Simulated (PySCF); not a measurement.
Compound: C5H7B2Cl2N.
SMILES with atom numbers: `[Cl:1][B:2]([Cl:3])[BH2-:4][n+:5]1[cH:6][cH:7][cH:8][cH:9][cH:10]1` (hydrogens: H11, H12 on B4; H13 on C6; H14 on C7; H15 on C8; H16 on C9; H17 on C10)

Structure used (PBE0-D3(BJ)/def2-SVP), in Å, numbered top down from 1:
```xyz
17
C5H7B2Cl2N angstrom
Cl     4.952    1.225   -1.072
B      3.265    0.847   -0.726
Cl     2.878   -0.894   -0.640
B      2.114    2.058   -0.442
N      0.675    1.410   -0.317
C     -0.170    1.423   -1.357
C     -1.403    0.789   -1.310
C     -1.774    0.119   -0.147
C     -0.889    0.108    0.928
C      0.327    0.761    0.805
H      2.082    2.882   -1.345
H      2.379    2.591    0.631
H      0.179    1.966   -2.236
H     -2.059    0.827   -2.180
H     -2.740   -0.388   -0.079
H     -1.130   -0.404    1.861
H      1.063    0.786    1.610
```

All values: wB97X-D/def2-SVPD (PySCF, non-relativistic), on one gas-phase PBE0-D3(BJ)/def2-SVP geometry that isn't relaxed in the solvent. The solvent is an IEF-PCM continuum (cavity from Bondi-type radii × 1.2), and excitations are vertical TDDFT with non-equilibrium linear response and a frozen core. Only the electrostatic response of the medium enters.

Gas-phase singlets (H = HOMO, L = LUMO):

| state | E (eV) | λ (nm) | f | leading configuration |
| --- | --- | --- | --- | --- |
| S1 | 4.627 | 268 | 0.165 | H→L 96% |
| S2 | 4.888 | 254 | 0.003 | H→L+1 53% |
| S3 | 5.235 | 237 | 0.004 | H→L+2 46% |
| S4 | 5.613 | 221 | 0.003 | H-1→L 58% |
| S5 | 5.851 | 212 | 0.087 | H-3→L 30% |

Task: What are the lowest 5 singlets in dimethylsulfoxide (ε = 46.83)?

Result: 
```
state  E (eV)  λ (nm)      f  leading configuration  change by rank (eV)
   S1   4.914     252  0.008              H→L+1 59%               +0.287
   S2   5.268     235  0.215                H→L 90%               +0.380
   S3   5.362     231  0.061              H-1→L 66%               +0.127
   S4   6.270     198  0.103              H→L+2 38%               +0.657
   S5   6.370     195  0.026            H-3→L+2 30%               +0.519
```

Task: How do the frontier levels move from gas to dimethylsulfoxide?

Result: 
```
orbital  gas (eV)  solvent (eV)  change (eV)                     Löwdin shares, gas                Löwdin shares, solvent
 LUMO+2      1.30          1.05        -0.25   B2 44 %, Cl3 17 %, Cl1 17 %, B4 10 %   B2 30 %, Cl1 12 %, Cl3 11 %, C7 8 %
 LUMO+1      0.15          0.56        +0.41    C7 18 %, C9 18 %, C10 17 %, C6 17 %    B2 17 %, C9 12 %, C7 11 %, C6 10 %
   LUMO     -0.53         -0.03        +0.50    C8 24 %, N5 21 %, C10 12 %, C6 12 %   C8 24 %, N5 21 %, C10 13 %, C6 12 %
   HOMO     -8.85         -9.13        -0.28   B4 27 %, B2 22 %, Cl1 14 %, Cl3 13 %  B4 26 %, B2 21 %, Cl3 11 %, Cl1 11 %
 HOMO-1    -10.10        -10.01        +0.09  Cl3 24 %, Cl1 24 %, B4 18 %, H11 12 %   C10 21 %, C7 20 %, C6 19 %, C9 18 %
 HOMO-2    -10.20        -10.46        -0.26  Cl1 33 %, Cl3 19 %, B4 18 %, H12 11 %  B4 35 %, H11 20 %, H12 16 %, Cl1 7 %
 HOMO-3    -10.56        -10.73        -0.17  Cl1 16 %, Cl3 16 %, C7 14 %, C10 14 %                    Cl3 46 %, Cl1 41 %
```

The HOMO–LUMO gap goes from 8.32 to 9.10 eV. Rows go by rank; for HOMO-3, HOMO-2, HOMO-1, LUMO+1 and LUMO+2 the atom shares or the degeneracy differ between the runs, so the row needn't follow one orbital.
